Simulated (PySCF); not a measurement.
Identify the unknown among the candidates.

All candidates are C4H12O2SSi2.

| technique | computed result |
| --- | --- |
| 13C NMR | chemical shifts (computed TMS as zero) by class: 69.4 (1 C), 34.7 (1 C), 34.2 (1 C), 23.0 (1 C) ppm [GIAO PBE0/pcSseg-1] |
| Rotational structure | rotational constants A, B, C: 1.259, 0.730, 0.490 GHz [GFN2-xTB] |
| NMR, other nuclei | isotropic shieldings of nuclei other than C and H, by class: 265 (1 O), 283 (1 O), 359 (1 Si), 390 (1 Si), 565 (1 S) ppm [GIAO PBE0/pcSseg-1] |
| 1H NMR | chemical shifts (computed TMS as zero) by class: 5.17 (3 H), 4.85 (1 H), 4.34 (1 H), 4.25 (1 H), 2.16 (1 H), 2.15 (3 H), 2.10 (1 H), 1.76 (1 H) ppm [GIAO PBE0/pcSseg-1] |
| Dipole | 1.45 D [PBE0/pcSseg-1] |

Gas-phase values; electronic properties from PySCF, density fitting. Levels stand in brackets. One conformer (not necessarily the lowest) at the GFN2-xTB geometry, without solvent, vibrations or thermal averaging. Each NMR value is the plain mean over a class of atoms that symmetry, rotation or inversion makes alike.

Question: Which candidate is it?
A. `CO[Si@@H](O)/C=C\[SiH2]SC`
B. `CS[Si@@H](O)O[C@H]1[SiH2][C@@H]1C`
C. `CS[C@@H]1CCO[Si@H]1O[SiH3]`

Answer: C. It is `CS[C@@H]1CCO[Si@H]1O[SiH3]`. Numbering: `[CH3:1][S:2][C@@H:3]1[CH2:4][CH2:5][O:6][Si@H:7]1[O:8][SiH3:9]`. Its formula, C4H12O2SSi2, gives 1 degree of unsaturation: 1 ring and 0 π bonds in the structure found. 4 carbons fall into 4 classes; from least to most shielded: ring sp3 carbon bound to oxygen [C5] (69.4 ppm), ring sp3 carbon bound to sulfur [C3] (34.7 ppm), ring CH2 carbon [C4] (34.2 ppm), S-methyl carbon [C1] (23.0 ppm). Hydrogen classes from least to most shielded: 3 H on an oxygen-bound silicon, Si9 (5.17 ppm), 1 H on an oxygen-bound silicon, Si7 (4.85 ppm), 1 H on an sp3 carbon bound to oxygen, C5 (4.34 ppm), 1 H on an sp3 carbon bound to oxygen, C5 (4.25 ppm), 1 H on an sp3 carbon bound to sulfur, C3 (2.16 ppm), 3 H on an S-methyl carbon, C1 (2.15 ppm), 1 H on a ring CH2 carbon, C4 (2.10 ppm), 1 H on a ring CH2 carbon, C4 (1.76 ppm). The other shieldings belong to: 265 ppm, silyl ether oxygen [O6]; 283 ppm, siloxane oxygen [O8]; 359 ppm, oxygen-bound silicon [Si7]; 390 ppm, oxygen-bound silicon [Si9]; 565 ppm, sulfide sulfur [S2]. The optimised geometry has point group C1 and is an asymmetric top.

The others, at the same levels:
- `CO[Si@@H](O)/C=C\[SiH2]SC` fails: its computed 13C shifts are 156.3 (1 C), 152.8 (1 C), 51.1 (1 C), 14.2 (1 C) ppm, 1H shifts are 7.30 (1 H), 7.04 (1 H), 5.29 (1 H), 5.22 (1 H), 5.15 (1 H), 3.94 (3 H), 1.98 (3 H), 1.90 (1 H) ppm and rotational constant A is 3.277 GHz (against 1.259 GHz).
- `CS[Si@@H](O)O[C@H]1[SiH2][C@@H]1C` fails: its computed 13C shifts are 59.3 (1 C), 17.3 (1 C), 16.4 (1 C), 10.4 (1 C) ppm, 1H shifts are 5.25 (1 H), 3.57 (1 H), 2.93 (1 H), 2.52 (1 H), 2.14 (3 H), 1.78 (1 H), 1.30 (3 H), 1.16 (1 H) ppm and rotational constant A is 1.837 GHz (against 1.259 GHz).

Each candidate is one conformer, not necessarily the lowest. The conformers computed, where there is a choice (atom-mapped SMILES and torsion angles):
- `[CH3:1][S:2][Si@@H:3]([OH:4])[O:5][C@H:6]1[SiH2:7][C@@H:8]1[CH3:9]`: C1–S2–Si3–O4 48°, S2–Si3–O5–C6 52°, Si3–O5–C6–Si7 115°, H–O4–Si3–S2 91°

The conformers of `CS[C@@H]1CCO[Si@H]1O[SiH3]` and `CO[Si@@H](O)/C=C\[SiH2]SC` aren't listed.
